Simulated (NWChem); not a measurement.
# C5H6; SMILES C=CC#CC

All runs: NWChem. All runs use the structure optimised with PBE0/def2-SVP.

### Question
Order these by “dipole (D)”, lowest first: PBE0/def2-SVP; PBE/def2-SVP; LC-wPBE (HJS exchange hole, range parameter 0.4 per bohr)/def2-SVP.

### Answer
LC-wPBE (HJS exchange hole, range parameter 0.4 per bohr)/def2-SVP (0.58), PBE0/def2-SVP (0.67), PBE/def2-SVP (0.77)
